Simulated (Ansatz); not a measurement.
Reaction (ligand exchange at the Si–S bond): `Cl[SiH2]S[Si](Cl)(Cl)Cl` + HI → `Cl[Si](Cl)(Cl)I` + `S[SiH2]Cl`

Isolated molecules relaxed with PBE0-D4/def2-TZVP in Ansatz; ΔE leaves out vibrations. CCSD(T)/CBS is the MP2 limit (def2-TZVPP, def2-QZVPP) plus CCSD(T) − MP2 in def2-TZVPP, frozen cores. Functionals use def2-TZVPP. B3LYP here is the variant with VWN-RPA as its local correlation; programs differ in this. def2 core potentials past Kr. For I outer-core shells are correlated without core-valence functions, which leaves a few kJ/mol of doubt a bond. One conformer a species, not always the lowest.

```json
{"level": "PBE-D4", "ΔE (kJ/mol)": "-9.9", "difference from CCSD(T)/CBS": "3.8"}
{"level": "r2SCAN-D4", "ΔE (kJ/mol)": "-10.8", "difference from CCSD(T)/CBS": "2.9"}
{"level": "B3LYP-D4", "ΔE (kJ/mol)": "-7.4", "difference from CCSD(T)/CBS": "6.3"}
{"level": "ωB97X-V", "ΔE (kJ/mol)": "-10.4", "difference from CCSD(T)/CBS": "3.3"}
{"level": "ωB97M-V", "ΔE (kJ/mol)": "-9.4", "difference from CCSD(T)/CBS": "4.3"}
{"level": "B2PLYP", "ΔE (kJ/mol)": "-16.6", "difference from CCSD(T)/CBS": "-2.9"}
{"level": "r2SCAN", "ΔE (kJ/mol)": "-13.8", "difference from CCSD(T)/CBS": "-0.1"}
{"level": "B3LYP", "ΔE (kJ/mol)": "-21.3", "difference from CCSD(T)/CBS": "-7.6"}
{"level": "HF/def2-TZVPP", "ΔE (kJ/mol)": "-22.9", "difference from CCSD(T)/CBS": "-9.2"}
{"level": "MP2/def2-TZVPP", "ΔE (kJ/mol)": "-11.1", "difference from CCSD(T)/CBS": "2.6"}
{"level": "CCSD/def2-TZVPP", "ΔE (kJ/mol)": "-10.9", "difference from CCSD(T)/CBS": "2.8"}
{"level": "HF/def2-QZVPP", "ΔE (kJ/mol)": "-23.9", "difference from CCSD(T)/CBS": "-10.2"}
{"level": "MP2/def2-QZVPP", "ΔE (kJ/mol)": "-14.5", "difference from CCSD(T)/CBS": "-0.8"}
{"level": "SCS-MP2/def2-QZVPP", "ΔE (kJ/mol)": "-15.7", "difference from CCSD(T)/CBS": "-2.0"}
{"level": "HF/CBS(def2)", "ΔE (kJ/mol)": "-24.0", "difference from CCSD(T)/CBS": "-10.3"}
{"level": "MP2/CBS(def2)", "ΔE (kJ/mol)": "-16.4", "difference from CCSD(T)/CBS": "-2.7"}
{"level": "CCSD(T)/CBS", "ΔE (kJ/mol)": "-13.7", "difference from CCSD(T)/CBS": "0"}
```

Largest T1 diagnostic among the species: 0.010.

The D4 term adds +13.9 kJ/mol with B3LYP and +8.3 kJ/mol with PBE0; it sums over pairs of atoms, weighted by their polarisabilities, and B3LYP, whose exchange is more repulsive, gets the larger term. In def2-TZVPP, CCSD(T) changes the Hartree–Fock value by +14.5 kJ/mol (the triples alone add +2.5 kJ/mol) and MP2 by +11.8 kJ/mol.
